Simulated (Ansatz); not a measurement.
CH6FGeN can be A, `C[NH][GeH2][F]`, or B, `[NH2][GeH2][CH2]F`.

Gas-phase electronic energies from Ansatz, PBE0-D4/def2-TZVP geometries. CBS: MP2 limit from def2 TZ/QZ plus the TZ coupled-cluster correction, frozen cores. Functionals use def2-TZVPP. B3LYP here is the variant with VWN-RPA as its local correlation; programs differ in this. For Ge outer-core shells are correlated without core-valence functions, which leaves a few kJ/mol of doubt a bond. Scalar relativity is left out up to krypton. Each species was taken in one conformer, which may not be the lowest.

(1) Which is lower in electronic energy at CCSD(T)/CBS, and by how much? (Estimate.)

(2) Give E(B) − E(A) in kJ/mol with CCSD(T)/def2-SVP, PBE-D4, B2PLYP, MP2/def2-TZVPP, B3LYP-D4, CCSD/def2-TZVPP, HF/def2-TZVPP. (Best estimate.)

(3) Does the order hold for the free energy at 298.15 K (harmonic terms from PBE0-D4)? (Estimate.)

Largest T1 diagnostic: 0.011.

## Answers

(1) The calculation gave: A, by 119.1 kJ/mol.

(2) Computed: CCSD(T)/def2-SVP 134.1, PBE-D4 110.8, B2PLYP 120.8, MP2/def2-TZVPP 125.1, B3LYP-D4 117.2, CCSD/def2-TZVPP 118.7, HF/def2-TZVPP 127.4. None reverses the order clearly.

(3) Computed: Yes: G(B) − G(A) = +114.2 kJ/mol, for one conformer each.

At CCSD(T), def2-SVP lies +14.9 kJ/mol from the extrapolated value and def2-TZVPP −1.1 kJ/mol. From PBE to PBE0 (25 % exact exchange), in def2-TZVPP and without D4, E(B) − E(A) moves by +3.4 kJ/mol.
